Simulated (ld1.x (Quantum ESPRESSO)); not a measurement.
# What one change does to a pseudopotential (bromine (Br), TM semilocal)

Br, norm-conserving Troullier–Martins (semilocal form), made with ld1.x (Quantum ESPRESSO) 7.5 (PBE, scalar-relativistic). Core [Ar] 3d10, reference 4s1.5 4p5.5. Waves: 4s (bound): rc 1.35 bohr; 4d channel at -0.1 Ry: rc 1.10 bohr; 4p (bound): rc 1.25 bohr. Local part: the p channel. Core correction: none.

All-electron outer shells of the reference configuration (PBE, scalar-relativistic, ld1.x):

| shell | level (eV) | outermost node (bohr) | outermost maximum (bohr) |
| --- | --- | --- | --- |
| 3p | -174.29 | 0.21 | 0.48 |
| 3d | -67.50 | – | 0.43 |
| 4s | -20.54 | 0.67 | 1.41 |
| 4p | -8.16 | 0.70 | 1.66 |

Change: all radii scaled by about 0.85 (s 1.14, p 1.06, d 0.94 bohr).

Cutoffs: the cutoffs (Ry, on a coarse ladder) from which the occupation-weighted sum of valence levels, in a spherical-Bessel basis at the reference potential, stays within 10 and 1 mRy of its value at 400 Ry; they do not see the model core or the augmentation charge, which bear on the density cutoff. Errors are all-electron minus pseudo energies relative to the spin-unpolarised reference configuration.

What does the change do?

The bound ghost in d disappears; of the 7 tests that both files solve, the error grows in 5 and shrinks in 1 by more than 15 % and 0.3 meV (median size 4.5 → 14.5 meV). A semilocal file is local in each channel, so a ghost entry of none says nothing of the separable form that plane-wave codes build from it.

```csv
quantity,base,changed
"cutoff, loose",80 Ry,230 Ry
"cutoff, tight",140 Ry,over 300 Ry
loose cutoff by channel (10 mRy a level),"s 35 Ry, p 55 Ry","s 60 Ry, p 140 Ry"
bound ghosts,d,none
"error for 4s2 4p5, meV [ΔE -6.16 eV]",+3.3,+5.5
"error for 4s2 4p4, meV [ΔE 6.39 eV]",-0.2,+5.0
"error for 4s2 4p3, meV [ΔE 29.15 eV]",-8.1,+15
"error for 4s1 4p6, meV [ΔE 6.21 eV]",+2.1,+4.3
"error for 4s1 4p5, meV [ΔE 19.40 eV]",+4.5,+16
"error for 4s2 4p2, meV [ΔE 63.14 eV]",-27,+27
"error for 4s2 4p1, meV [ΔE 109.16 eV]",-63,+15
```

 A true bound ghost makes a file unfit for plane-wave use even where its test errors are small: the radial tests pick states by their node count and pass the ghost by.
